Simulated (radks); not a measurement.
Problem. These are the eigenvalues of the occupied orbitals of an atom or ion with whole-number occupations (eV). All-electron calculation, Dirac Kohn-Sham, PBEsol, spin-unpolarised, spherical densities, finite nucleus; Fermi nuclear charge, rms radius of each element as measured or else 0.836 A^(1/3) + 0.57 fm. Program: a radial shooting solver on a logarithmic mesh with Libxc functionals.

| orbital | eigenvalue |
|---|---|
| 1s1/2 | -24149.09 |
| 2s1/2 | -3534.828 |
| 2p1/2 | -3280.202 |
| 2p3/2 | -3120.943 |
| 3s1/2 | -646.3276 |
| 3p1/2 | -545.8139 |
| 3p3/2 | -518.0533 |
| 3d3/2 | -339.8872 |
| 3d5/2 | -334.3500 |
| 4s1/2 | -96.5110 |
| 4p1/2 | -65.4352 |
| 4p3/2 | -60.9616 |
| 4d3/2 | -14.8899 |
| 4d5/2 | -14.4092 |

Which element is it, and in what charge state? The configuration may be excited. Open shells, if any, fill j = l - 1/2 first.

Solution. Z = 46, palladium, charge +1: Pd+ in [Kr] 4d9. The list shows which subshells hold electrons but not how many an open one holds; the 1s level, -887.46 hartree, gives Z - s = 42.1 by -(Z - s)^2/2, which with screening and relativity narrows Z to a few neighbours, and the depths of the outer levels then fix element, charge and occupations together.
